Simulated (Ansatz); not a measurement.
A structure relaxed at PBE-D4/def2-SVP in Ansatz, charge 0, singlet:

```xyz
53

P    -0.4710    2.7112    3.4597
Ge   -3.4496    0.7735    1.7174
Ge   -2.9613    2.5540   -1.6354
Ge   -0.0070   -1.2089    3.7401
Al    0.3892    0.8052    0.1260
Ge    3.4699   -1.1512    2.1424
Ge    0.6888   -3.3058    0.5285
Ge   -2.7741   -1.3103   -1.5068
Ge   -2.1063    0.3633   -4.9764
Ge    1.0089   -1.4002   -3.0909
Ge    4.1398   -3.2384   -1.3063
Ge    0.2259    0.9498    4.8771
Ge   -2.8087    2.6963    3.0957
Ge    0.8178    2.8944    1.4450
Ge   -2.0612    0.7030   -0.2996
Ge   -2.0391    2.5635   -3.9026
Ge    1.0887   -1.1120    1.5513
Ge    1.6155    0.7299   -2.0322
Ge    4.8880   -1.4306    0.1671
Ge    1.7176   -3.2895   -1.6954
Ge   -1.4032   -1.4900   -3.5298
H    -0.2683    3.8812    4.2613
H    -4.9653    1.0265    1.4523
H    -3.3370   -0.4606    2.6585
H    -2.6448    3.9181   -0.9445
H    -4.5144    2.4405   -1.7179
H    -1.5359   -1.4977    3.7184
H     0.6456   -2.2040    4.7479
H     3.8625    0.1705    2.8755
H     3.7483   -2.3184    3.1384
H    -0.8349   -3.6147    0.4551
H     1.3547   -4.4287    1.3834
H    -4.2730   -1.1872   -1.9230
H    -2.6400   -2.5733   -0.6074
H    -3.5772    0.1018   -5.4220
H    -1.2353    0.4101   -6.2676
H     1.7128   -1.5906   -4.4750
H     4.5550   -4.5874   -0.6443
H     4.9088   -3.1325   -2.6574
H    -0.6207    1.1961    6.1607
H     1.6963    1.3598    5.1706
H    -3.3749    2.7798    4.5440
H    -3.0176    4.0730    2.4050
H     0.2799    4.2927    0.9948
H     2.1974    3.1886    2.1213
H    -2.8461    3.5705   -4.7778
H    -0.5725    3.0729   -3.8420
H     3.1720    0.7365   -1.9294
H     1.2519    1.8455   -3.0600
H     4.9169   -0.0910   -0.6195
H     6.3474   -1.7328    0.6257
H     1.3874   -4.6302   -2.4284
H    -1.7474   -2.8222   -4.2718
```

(1) Give its formula and point group.

(2) Summarise the bond lengths by kind (pairs closer than 1.2 times the sum of covalent radii, bridged metal pairs left out).

Answers

(1) AlGe19PH32, a doped nanocrystal cut from the lattice of germanium (Al and P 4.0 A apart). Point group Cs (tolerance 0.1 Å).

(2) 19 × Ge–Ge 2.45 Å; 4 × Al–Ge 2.48 to 2.51 Å; 3 × Ge–P 2.37 to 2.40 Å; 31 × Ge–H 1.55 to 1.56 Å; 1 × H–P 1.43 Å.

Single mean-field runs in def2-SVP are fitted with def2-universal-jkfit.
